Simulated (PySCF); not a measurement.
Compound: (F2In-mu-F)2.
Cartesian coordinates in Å at the PBE0-D3(BJ)/def2-SVP level; atoms count from 1:
```xyz
8
In2F6 angstrom
In     1.315    0.660   -0.801
F      1.378    2.586   -0.693
F      2.466   -0.639   -1.642
F      0.723   -0.102    1.074
In    -1.283   -0.682    0.779
F     -2.418    0.619    1.639
F     -1.353   -2.606    0.657
F     -0.689    0.078   -1.096
```

Level of theory: PBE0-D3(BJ)/def2-SVP geometry optimisation, gas phase, def2 core potentials past Kr (PySCF).

Take the most abundant isotopes and a rigid rotor. The values belong to one conformer.

Question: Give the principal moments of inertia and the rotational constants in MHz.

Answer: Ia = 301.28, Ib = 1149.35, Ic = 1322.67 u·Å²; 505379 MHz·u·Å²/I gives A = 1677, B = 439.7, C = 382.1 MHz.

Question: Classify the top.

Answer: A near-prolate asymmetric top: κ = (2 × 439.7 − 1677 − 382.1)/(1677 − 382.1) = -0.91.

Question: Is it planar, by Δ = Ic − Ia − Ib?

Answer: Not planar: Δ = Ic − Ia − Ib = -127.96 u·Å². For a rigid frame Δ = −2 Σ m c², so Σ m c² = 63.98 u·Å² lies off the ab plane. The atom farthest from that plane is 1.30 Å away.

Question: List the rotational levels J(Ka,Kc) to J = 2 (MHz).

Answer: Above 0(0,0):
J = 1: 1(0,1) 822, 1(1,1) 2060, 1(1,0) 2117
J = 2: 2(0,2) 2463, 2(1,2) 3645, 2(1,1) 3818, 2(2,1) 7531, 2(2,0) 7533
The levels of one J sum to (2J + 1)J(J + 1)(A + B + C)/3.

The point group D2h allows no dipole (computed: 0.02 D), so a rigid rotor has no electric-dipole lines.

Question: Estimate the classical rotational partition function at 25 K, 100 K and 500 K.

Answer: Point group D2h, symmetry number σ = 4; q = (√π/σ)·√((kT/h)³/(ABC)), k/h = 20836.6 MHz/K: 9920 at 25 K, 79400 at 100 K, 888000 at 500 K.

Stationary, but not proved a minimum. Constants of a rigid frame at the computed geometry: no zero-point averaging, no centrifugal distortion.
